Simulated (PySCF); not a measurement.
## `FB(F)[C@H]1CC[C@H]1F`, C₄H₆BF₃

Geometry (Å), atoms numbered from 1 in this order:
```xyz
14

F     2.420   -1.780    0.393
B     1.752   -0.676    0.141
F     2.435    0.231   -0.520
C     0.262   -0.447    0.630
C    -0.221    1.025    0.647
C    -1.021    0.777   -0.641
C    -0.810   -0.725   -0.456
F    -0.369   -1.395   -1.570
H     0.076   -1.003    1.551
H    -0.854    1.244    1.503
H     0.564    1.774    0.576
H    -0.506    1.135   -1.529
H    -2.052    1.119   -0.655
H    -1.679   -1.280   -0.093
```

Method used: TDDFT LC-wPBE/def2-SVPD circular dichroism and optical rotation, one conformer, gas phase (PySCF 2.14.0). Geometry: GFN2-xTB.

The molecule is flexible and this is one conformer; a measurement averages over conformers.

(1) What are the CIP labels of the stereocentres?

(2) Which excitations and rotatory strengths does the calculation give?

## Answers

(1) C4 S, C7 R.

(2) Rotatory strengths R in 10⁻⁴⁰ esu² cm², velocity form and length form (origin at the centre of mass); f in length form.
```
state  E (eV)  λ (nm)      f  R (velocity)  R (length)                                    main
    1    8.17     152  0.026          +2.3        +1.5        HOMO→LUMO+1 0.46, HOMO→LUMO 0.19
    2    8.51     146  0.006          +6.7        +6.8    HOMO−1→LUMO+1 0.61, HOMO−1→LUMO 0.17
    3    8.79     141  0.027         -17.7       -17.1    HOMO−2→LUMO+1 0.39, HOMO−2→LUMO 0.17
    4    9.28     134  0.025          +0.2        +0.6        HOMO→LUMO 0.38, HOMO→LUMO+2 0.23
    5    9.34     133  0.017         -25.2       -25.8    HOMO−1→LUMO 0.28, HOMO−1→LUMO+1 0.19
    6    9.62     129  0.037         -12.0       -12.4  HOMO−3→LUMO+1 0.27, HOMO−1→LUMO+2 0.13
    7    9.75     127  0.001          -7.1        -6.4      HOMO→LUMO+3 0.29, HOMO→LUMO+4 0.13
    8    9.88     126  0.004         -22.5       -20.4    HOMO→LUMO+2 0.19, HOMO−1→LUMO+3 0.18
```

Among the states computed, the strongest CD band (largest |R|) is state 5. The largest dissymmetry factor in size, g = 4R/(D+G), with D and G the electric and magnetic dipole strengths, is -0.085 for state 8 (velocity form, f = 0.004), among bands with |R| over 0.5. The mirror image has the same energies and oscillator strengths and all R with the opposite sign.
